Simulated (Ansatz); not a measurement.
The same ligand exchange along the group Mg, Zn, Cd.

Calculated with Ansatz (gas phase, PBE0-D4/def2-TZVP geometries, no zero-point term in ΔE). CCSD(T)/CBS adds triple-zeta CCSD(T) − MP2 to the extrapolated MP2 energy (def2 sets, frozen cores). This one scheme is used for every species. Functionals use def2-TZVPP. Elements past krypton have def2 core potentials. For Cd, Mg, Zn outer-core shells are correlated without core-valence functions, which leaves a few kJ/mol of doubt a bond. Scalar relativity is left out up to krypton. Each species was taken in one conformer, which may not be the lowest.

```
                                                                                         reaction  LDA (SPW92) (kJ/mol)
`[SiH3][O][Mg][O][SiH3]` + `[OH][Al]([OH])[Cl]` → `[OH][Al]([Cl])[O][SiH3]` + `[OH][Mg][O][SiH3]`                    15
`[SiH3][O][Zn][O][SiH3]` + `[OH][Al]([OH])[Cl]` → `[OH][Al]([Cl])[O][SiH3]` + `[OH][Zn][O][SiH3]`                    -2
`[SiH3][O][Cd][O][SiH3]` + `[OH][Al]([OH])[Cl]` → `[OH][Al]([Cl])[O][SiH3]` + `[OH][Cd][O][SiH3]`                    -3
```

(1) Give the CCSD(T)/CBS values in the same order. (Estimate.)

Largest T1 diagnostic: 0.016, for `[OH][Zn][O][SiH3]`.

Answers

(1) Computed: 17, -1, -3 kJ/mol.
